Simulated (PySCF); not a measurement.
SiH3F, SMILES [SiH3]F.

Geometry optimised at r2SCAN-D4/def2-TZVP.

Method: TDDFT-M06-2X/def2-TZVPD (PySCF).

Vertical excitations; the highest root listed may be one member of a degenerate set. Gas-phase values at a fixed geometry. State labels are in the subgroup Cs.

Task: Estimate the UV-visible absorptions. (The exact figures need the calculation; the answer reports its results.)

Result: 
```tsv
state	symmetry	energy (eV)	λ (nm)	f	main pairs
S1	A"	7.99	155	0.007	HOMO−1→LUMO 83 %
S2	A'	8.00	155	0.007	HOMO→LUMO 83 %
S3	A"	9.25	134	0.000	HOMO→LUMO+3 46 %, HOMO−1→LUMO+2 45 %
S4	A'	9.26	134	0.126	HOMO→LUMO+1 (degenerate set)
S5	A"	9.26	134	0.125	HOMO−1→LUMO+1 (degenerate set)
S6	A'	10.00	124	0.005	HOMO−1→LUMO+3 47 %, HOMO→LUMO+2 46 %
S7	A'	10.09	123	0.243	HOMO→LUMO+2, HOMO−1→LUMO+3 (degenerate set)
S8	A"	10.09	123	0.242	HOMO→LUMO+3, HOMO−1→LUMO+2 (degenerate set)
S9	A"	10.98	113	0.224	HOMO−1→LUMO+4, HOMO−1→LUMO+6, HOMO→LUMO+5 (degenerate set)
S10	A'	10.98	113	0.225	HOMO→LUMO+4, HOMO→LUMO+6, HOMO−1→LUMO+5 (degenerate set)
T1	A"	7.60	163	0	HOMO−1→LUMO 79 %
T2	A'	7.61	163	0	HOMO→LUMO 79 %
T3	A"	8.90	139	0	HOMO−1→LUMO+2 45 %, HOMO→LUMO+3 42 %
T4	A'	9.01	138	0	HOMO→LUMO+1 43 %, HOMO→LUMO+2 14 %, HOMO−1→LUMO+3 14 %
```
Triplets are in the Tamm–Dancoff approximation, which puts them higher than full response would, so one can lie above its singlet here.
